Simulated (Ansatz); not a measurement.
Born–Oppenheimer molecular dynamics of CH5BrSeSi (9 atoms, charge 0, multiplicity 1). It starts at the highest image of a converged band. Of that band: Neighbouring images differ by up to 1.7 eV, so the band resolves the path poorly. A vibrational analysis at the climbing image gives one clearly imaginary mode, 384i cm⁻¹: a first-order saddle point.

The calculation used RKS BLYP-D4/def2-SVP in Ansatz 0.2.0.

| Property | Result |
| --- | --- |
| ensemble | NVE (velocity Verlet) |
| time step | 0.5 fs |
| steps asked | 200 |
| starting velocities drawn for | 300 K |
| seed | 8633 |

First frame:

```xyz
9
Properties=species:S:1:pos:R:3
C -0.739 0.782 -0.675
Si -0.665 -0.889 0.248
Se 2.045 -0.555 1.147
Br -0.289 -2.475 -1.356
H -0.699 1.621 0.049
H -1.703 0.840 -1.222
H 0.088 0.884 -1.404
H 0.362 -1.055 1.540
H 1.688 0.800 1.656
```

(1) How far do the bonds stretch over the last three quarters of this one trajectory? (Pairs bonded in most of those frames.)

## Answers

(1) 
```
   bond  mean (Å)  spread (Å)  shortest  longest
 C1–Si2     1.950       0.027      1.89     1.99
  C1–H5     1.115       0.020      1.08     1.15
  C1–H6     1.120       0.025      1.08     1.16
  C1–H7     1.109       0.008      1.10     1.13
Si2–Br4     2.347       0.044      2.28     2.40
 Se3–H8     1.503       0.035      1.44     1.56
 Se3–H9     1.492       0.015      1.47     1.51
```

Mean temperature of the second half: 281 K. The conserved energy stayed within 0.11 meV per atom of its start (net change 0.011 meV per atom), so the integration is sound. A run of 0.1 ps of so small a system gives no equilibrium averages. The orbitals stay closed-shell, which can raise the energy where a bond breaks towards radicals; this wasn't checked here.

Time of the run: 5.1 min on 2 threads of Intel(R) Xeon(R) Platinum 8488C (Sapphire Rapids) (shared host), peak memory 0.19 GiB.
